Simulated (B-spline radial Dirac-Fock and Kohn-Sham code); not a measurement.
## The L3-M45M45 Auger spectrum of Ce

System: the free cerium atom in the configuration [Xe] 4f1 5d1 6s2.

Input file task.json (cfg lists n, l and occupation; rrms is the nuclear radius in fm):

```json
{"items": [{
  "Z": 58,
  "q": 0,
  "cfg": [[1, 0, 2], [2, 0, 2], [2, 1, 6], [3, 0, 2], [3, 1, 6], [3, 2, 10], [4, 0, 2], [4, 1, 6], [4, 2, 10], [4, 3, 1], [5, 0, 2], [5, 1, 6], [5, 2, 1], [6, 0, 2]],
  "A": 140,
  "rrms": 4.8771,
  "do": ["binding", "quiet", "double"]
}]}
```

Launch: `python xray_run.py task.json out`

Level of theory: Dirac-Fock (average of configuration) total-energy differences with a finite nucleus, the Breit interaction including its frequency dependence, and self-energy and vacuum-polarisation corrections; a radial finite-basis atomic code. The two-hole levels come from diagonalising the Coulomb interaction among the jj configurations; intensities are independent-particle Coulomb rates. Kinetic energies are from the vacuum level. No correlation. Open outer shells are spectators and are not coupled to the holes.

| kinetic energy (eV) | J | leading jj holes (weight) | leading LS term (weight) | intensity (%) |
| --- | --- | --- | --- | --- |
| 3836.2 | 0 | M4M4 (0.92) | ¹S0 (0.68) | 0.9 |
| 3854.6 | 2 | M4M4 (0.95) | ³F2 (0.45) | 3.1 |
| 3865.9 | 4 | M4M5 (0.97) | ¹G4 (0.92) | 52.6 |
| 3867.3 | 1 | M4M5 (1.00) | ³P1 (1.00) | 0.6 |
| 3870.8 | 2 | M4M5 (0.94) | ³P2 (0.52) | 4.8 |
| 3876.0 | 0 | M5M5 (0.92) | ³P0 (0.68) | 1.1 |
| 3877.2 | 3 | M4M5 (1.00) | ³F3 (1.00) | 7.7 |
| 3887.9 | 2 | M5M5 (0.98) | ¹D2 (0.50) | 9.1 |
| 3894.3 | 4 | M5M5 (0.97) | ³F4 (0.92) | 20.1 |

The strongest line, by its leading LS label ¹G4, lies at 3865.9 eV. The mean weight of the leading component is 0.96 in jj and 0.74 in LS coupling, so jj labels describe these levels better.

Values without a named source are computed, but for edge energies of neutral atoms, which are taken from tables.
